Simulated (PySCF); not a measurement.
# [PmCl2]+ at several levels of theory

Computed with PySCF 2.14.0 (density fitting, no spin-orbit coupling) at the geometry relaxed with PBE0:

```xyz
3
[PmCl2]+ (singlet in the valence; each metal's 4f electrons, 4 of them, lie in its core potential, out of spins and levels)
Pm    0.0000    0.0000   -0.5733
Cl    1.9782    0.0000    0.8446
Cl   -1.9782    0.0000    0.8446
```

```csv
level,basis,state,HOMO (eV),gap (eV),charge on Pm1 (e),population of f-type functions on Pm1 (polarisation alone where 4f lies in the core),dipole about the centre of mass (D),largest force component (eV/Å)
PBE0,"Pm lcecp-1-SVP with ECP50, Cl def2-SVP",singlet,-13.64,5.81,1.32,0.06,6.86,0.01
TPSS,the same,singlet,-12.45,4.09,1.30,0.05,6.60,0.39
HF,the same,singlet,-16.59,11.11,1.60,0.06,8.24,0.62
```

In the lcecp rows the 4f levels are missing from HOMO and gap, and the state counts the valence alone.

Charges are Mulliken's, which hang on the basis. The relaxation used the grid (50, 194), these runs (75, 302) or, all-electron (x2c bases, spin-free X2C Hamiltonian), (99, 590).

Problem. What does PBE0 with Pm lcecp-1-TZVP with ECP50, Cl def2-TZVP give here?

Solution. state singlet, HOMO (eV) -13.58, gap (eV) 5.87, charge on Pm1 (e) 1.59, population of f-type functions on Pm1 (polarisation alone where 4f lies in the core) 0.07, dipole about the centre of mass (D) 6.75, largest force component (eV/Å) 0.25. Time: 6.9 s on 2 threads of Arm Neoverse V1, with other jobs on the host, from free ions and atoms.

In the first row's basis the gap widens with exact exchange: 4.1 eV for TPSS (none); 5.8 eV for PBE0 (a fixed share); 11.1 eV for Hartree–Fock (rising or full at long range).

An lcecp potential fixes the number of 4f electrons, so in runs with it no electron can move into or out of that shell.
